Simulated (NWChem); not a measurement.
**Correlation energy of FOS**

```xyz
3

O      0.4856    -1.2339     0.0000
S     -0.4610    -0.1064     0.0000
F      0.3879     1.2859     0.0000
```
Charge 0, spin multiplicity 2.

Everything below was run with NWChem. All single points use one geometry, from UPBE0/def2-SVP, a minimum by its harmonic frequencies.

Basis set: 3-21G. Each correlation energy counts from its own Hartree-Fock reference.

The correlated methods keep 7 core orbitals frozen. The structure started from a generated list of species. The unpaired electrons of the parent sit in orbitals of symmetry a" (Cs labels of the run); other states weren't searched. The stability of the SCF solutions was not checked. Open-shell Hartree-Fock references start from PBE0 orbitals. Coupled-cluster values serve here as a point of comparison, not as the truth.

| method | correlation energy (mHa) | remark |
|---|---|---|
| CCSD[T] on ROHF | -312.7 | large amplitudes |
| CCSD(T) on ROHF | -310.2 | large amplitudes |
| UMP2 | -283.9 | - |
| CCSD on ROHF | … | large amplitudes |
| CCSD on UHF | -298.8 | large amplitudes |
| CCSDT on ROHF | … | large amplitudes |
| SCS-UMP2 | … | - |
| CCSD(T) on UHF | -306.6 | large amplitudes |
| CCSD[T] on UHF | -308.9 | large amplitudes |

Problem. What belongs in the gaps?

Solution. 
- CCSD on ROHF, correlation energy (mHa): -302.1
- CCSDT on ROHF, correlation energy (mHa): -311.2
- SCS-UMP2, correlation energy (mHa): -273.7
